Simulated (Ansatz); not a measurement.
`N[Si](F)F` radical, charge 0, multiplicity 2.

(1) Give a relaxed structure at PBE0-D4/def2-TZVP (Ansatz 0.2.0). (Estimate.)

Answers

(1) Computed: 
Z-matrix (Å, degrees):
```
N
Si 1 1.704
H 1 1.009 2 119.3
H 1 1.009 2 119.3 3 -142.7
F 2 1.594 1 107.1 3 -167.1
F 2 1.594 1 107.1 3 -50.2
```
Point group Cs.
